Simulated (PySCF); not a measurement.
H2Pb, neutral, multiplicity 1. Atoms are numbered in the order given.

```xyz
3

Pb     0.0000     0.0000    -0.0312
H      0.0000     1.3153     1.2779
H      0.0000    -1.3153     1.2779
```

Geometry: B3LYP-D3(BJ)/def2-TZVPD. The def2 effective core potentials stand for the cores of Pb; spin–orbit coupling is left out.

Calculation: PBE/def2-TZVPD (PySCF).

Mulliken values depend strongly on the basis, most of all with diffuse functions as here. ESP charges are fitted to the potential on shells at 1.4 to 2.0 van der Waals radii. Atomic charges (e):

| atom | ESP fit | Mulliken |
|---|---|---|
| Pb1 | 0.31 | 0.18 |
| H2 | -0.16 | -0.09 |
| H3 | -0.16 | -0.09 |
